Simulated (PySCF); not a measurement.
# Assignment exercise: C4H10N2OSi2

Structure with atom numbers: `[NH2:1][Si@H:2]([O:3][SiH3:4])[n:5]1[cH:6][cH:7][cH:8][cH:9]1`. Hydrogens are named by the atom that carries them.

[PySCF 2.14: structure optimised with PBE0-D3(BJ)/def2-SVP; NMR shieldings at PBE0/pcSseg-1/GIAO; isolated molecule; a single conformation; non-relativistic Hamiltonian; equivalent nuclei averaged]

Chemical shifts δ = σref − σ; 13C (σref 184.41), 1H (σref 31.27) vs TMS, all at this level.

(1) Assign these signals to the numbered atoms. 13C{1H} NMR (computed): δ 126.9, 118.0.

(2) Assign these signals to the numbered atoms. 1H NMR (300 MHz, computed): δ 6.93 (m, 2H), 6.52 (m, 2H), 5.07 (s, 3H), 4.94 (s, 1H), 1.26 (br s, 2H).

Results:

(1) 
| δ (ppm) | atoms | environment | reason |
| --- | --- | --- | --- |
| 126.9 | C6/C9 | aromatic CH next to a ring nitrogen | – |
| 118.0 | C7/C8 | aromatic CH | – |

(2) 
```tsv
δ (ppm)	atoms	environment	reason
6.93	H(C6)/H(C9)	hydrogen on an aromatic CH next to a ring nitrogen	the ring current deshields protons in the ring plane
6.52	H(C7)/H(C8)	hydrogen on an aromatic CH	the ring current deshields protons in the ring plane
5.07	H(Si4)	hydrogen on a silicon bonded to O	–
4.94	H(Si2)	hydrogen on a silicon bonded to 2 N, O	–
1.26	H(N1)	hydrogen on a nitrogen bonded to Si	exchangeable, gas-phase position
```

OH/NH shifts are gas-phase values; hydrogen bonding in solution moves them, usually downfield. Shifts are as computed. Against solution values, carbons near 30 ppm lie about +2 ppm off and those near 130 ppm about +5 ppm. Of 1211 compounds with measured shifts, 218 miss one by over three times the rms of a fit or turn the order of signals round; such compounds aren't used in these exercises. Multiplicities follow the n + 1 count of equivalent neighbours, as no J values were calculated; m marks all less simple cases, F and P coupling included.
